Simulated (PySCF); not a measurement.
SMILES COCc1ccco1, singlet (GFN2-xTB optimised geometry):

```
16

C     -1.460    -1.946     2.365
O     -1.212    -2.563     1.125
C     -1.372    -1.696     0.023
C     -0.378    -0.575     0.000
C      0.986    -0.575     0.000
C      1.382     0.784     0.000
C      0.231     1.507    -0.001
O     -0.840     0.695     0.005
H     -0.746    -1.138     2.563
H     -1.347    -2.721     3.120
H     -2.477    -1.538     2.407
H     -1.247    -2.334    -0.857
H     -2.383    -1.261     0.015
H      1.622    -1.437     0.003
H      2.383     1.164    -0.001
H      0.044     2.563    -0.006
```

Computed with PySCF with PBE/def2-TZVP.

**Question.** What are the frontier orbital energies and the dipole moment?

**Answer.** HOMO-2 -6.91 eV, HOMO-1 -6.02 eV, HOMO -5.48 eV, LUMO -0.85 eV, LUMO+1 0.41 eV; dipole moment 0.95 D.

Meta-Löwdin charges at PBE/def2-TZVP: C1 -0.15, O2 -0.36, C3 -0.03, C4 0.13, C5 -0.19, C6 -0.19, C7 0.01, O8 -0.20, H9 0.10, H10 0.13, H11 0.10, H12 0.14, H13 0.10, H14 0.14, H15 0.14, H16 0.14.
